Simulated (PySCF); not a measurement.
Harmonic spectrum computed at PBE0 in the def2-TZVP basis family (core potentials from Rb on, PySCF, no spin–orbit coupling):

```csv
symmetry,ω (cm⁻¹),IR (km/mol)
a1,46,0.5
a1,154,5.4
b2,202,38.4
```

**Question.** Which molecule gave it? In each, all ligands are bound to the one heavy central atom.
A. PbI₂ (singlet)
B. TeI₂ (singlet)
C. AsI₂ (doublet)
D. InI₂ (doublet)

**Answer.** D. It has C2v symmetry with In–I 2.715 Å (×2).
